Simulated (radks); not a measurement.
Task: The mean radii <r> (bohr) of the occupied orbitals of an atom or ion are listed with their occupations. All-electron calculation, scalar-relativistic Kohn-Sham, BLYP, spin-polarised, spherical densities, point nucleus. Program: a radial shooting solver on a logarithmic mesh with Libxc functionals.

orbital  occ.      <r>
1s down     1  0.03344
1s up       1  0.03344
2s up       1   0.1457
2s down     1   0.1457
2p up       3   0.1269
2p down     3   0.1269
3s up       1   0.4028
3s down     1   0.4028
3p up       3   0.4032
3p down     3   0.4031
3d up       5   0.3843
3d down     5   0.3841
4s up       1    1.017
4s down     1    1.013
4p up       3    1.121
4p down     3    1.119
4d up       5    1.521
4d down     1    1.564
7s up       1    11.24

Name the element and its charge. Open shells, if any, are filled with parallel spins first.

Result: Z = 44, ruthenium, charge +1: Ru+ in [Kr] 4d6 7s1. The 1s radius gives Z: for a bare nucleus <r> = (2 gamma + 1)/(2Z) with gamma = sqrt(1 - (Z/c)^2), 0.03289 bohr for Z = 44, and screening makes it slightly larger (0.03344 here). The occupations add up to 43, and the charge is Z minus that.
